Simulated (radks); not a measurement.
Excited configurations of Mg I: one electron is placed in a higher orbital outside [Ne] 3s1. The ground configuration is [Ne] 3s2. Method: non-relativistic Kohn-Sham, LDA (Slater exchange, Perdew-Wang correlation), spin-polarised, spherical densities, point nucleus; open shells are filled with parallel spins first; computed with a radial shooting solver on a logarithmic mesh with Libxc functionals. Excitation = E - E(ground); binding = E(ion) - E, where the ion is the core of charge +1; n* = 1/sqrt(2 binding) in atomic units, and the quantum defect is n - n*.

[
 {"outer orbital": "3p", "excitation (eV)": "2.802", "binding (eV)": "4.923", "n*": "1.662", "quantum defect": "1.338", "eigenvalue (eV)": "-2.449", "<r> (bohr)": "4.069"},
 {"outer orbital": "3d", "excitation (eV)": "5.846", "binding (eV)": "1.880", "n*": "2.690", "quantum defect": "0.310", "eigenvalue (eV)": "-0.763", "<r> (bohr)": "8.224"},
 {"outer orbital": "4s", "excitation (eV)": "5.047", "binding (eV)": "2.679", "n*": "2.254", "quantum defect": "1.746", "eigenvalue (eV)": "-1.610", "<r> (bohr)": "8.128"},
 {"outer orbital": "4p", "excitation (eV)": "5.785", "binding (eV)": "1.940", "n*": "2.648", "quantum defect": "1.352", "eigenvalue (eV)": "-1.129", "<r> (bohr)": "10.40"},
 {"outer orbital": "5f", "excitation (eV)": "7.083", "binding (eV)": "0.643", "n*": "4.602", "quantum defect": "0.398", "eigenvalue (eV)": "-0.382", "<r> (bohr)": "29.03"},
 {"outer orbital": "6d", "excitation (eV)": "7.201", "binding (eV)": "0.524", "n*": "5.094", "quantum defect": "0.906", "eigenvalue (eV)": "-0.344", "<r> (bohr)": "41.07"},
 {"outer orbital": "6f", "excitation (eV)": "7.263", "binding (eV)": "0.463", "n*": "5.421", "quantum defect": "0.579", "eigenvalue (eV)": "-0.296", "<r> (bohr)": "43.72"}
]

The Delta-SCF ionisation energy is 7.726 eV (NIST Atomic Spectra Database: 7.646 eV, measured). Self-interaction in the functional shifts the binding energies and quantum defects, so they are the method's values and not measured ones.
